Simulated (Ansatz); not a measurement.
Calculated with Ansatz (gas phase, PBE0-D4/def2-TZVP geometries, no zero-point term in ΔE). CBS: MP2 limit from def2 TZ/QZ plus the TZ coupled-cluster correction, frozen cores. This one scheme is used for every species. DFT in def2-TZVPP. Each species was taken in one conformer, which may not be the lowest.

Reaction (silylene formation by 1,1-elimination): `O[Si](O)(O)S` → hydrogen peroxide + `O[Si]S`

`O[Si](O)(O)S`:

Z-matrix (Å, degrees):
```
Si
O 1 1.630
O 1 1.634 2 106.4
O 1 1.629 2 106.0 3 -123.6
S 1 2.124 2 115.9 3 117.7
H 2 0.958 1 117.4 3 -47.6
H 3 0.959 1 117.3 2 175.3
H 4 0.960 1 116.0 2 30.2
H 5 1.343 1 93.7 2 78.4
```

`OO`:

Z-matrix (Å, degrees):
```
O
O 1 1.426
H 1 0.965 2 101.1
H 2 0.965 1 101.1 3 113.4
```

`O[Si]S`:

Cartesian coordinates in Å:
```
O -0.865 -0.999 -0.470
Si -1.175 0.128 0.689
S 0.664 1.283 0.821
H -0.025 -1.057 -0.933
H 1.401 0.647 -0.108
```

```tsv
level	ΔE (kcal/mol)	difference from CCSD(T)/CBS
BHLYP-D4	175.1	3.7
CAM-B3LYP-D4	169.8	-1.6
ωB97M-V	167.1	-4.3
PBE	155.0	-16.4
PBE0	165.3	-6.1
r2SCANh	172.9	1.5
LC-ωPBE	172.1	0.7
RPA@PBE/def2-TZVPP	158.2	-13.2
SCS-MP2/def2-TZVPP	172.7	1.3
SCS-MP2/def2-QZVPP	174.8	3.4
CCSD(T)/CBS	171.4	0
```

Largest T1 diagnostic among the species: 0.015.

The D4 term adds +3.6 kcal/mol with B3LYP and +1.9 kcal/mol with PBE0; it sums over pairs of atoms, weighted by their polarisabilities, and B3LYP, whose exchange is more repulsive, gets the larger term. From BLYP to BHLYP (50 % exact exchange), in def2-TZVPP and without D4, ΔE moves by +22.2 kcal/mol. Leaving LDA and LC-ωPBE aside and taking each functional with its dispersion term where it has one, the values, not all of them listed here, spread over 21.7 kcal/mol, from BLYP-D4 to r2SCAN0-D4. LDA lies +13.5 kcal/mol from PBE without D4.

B3LYP here is the variant with VWN-RPA as its local correlation; programs differ in this.
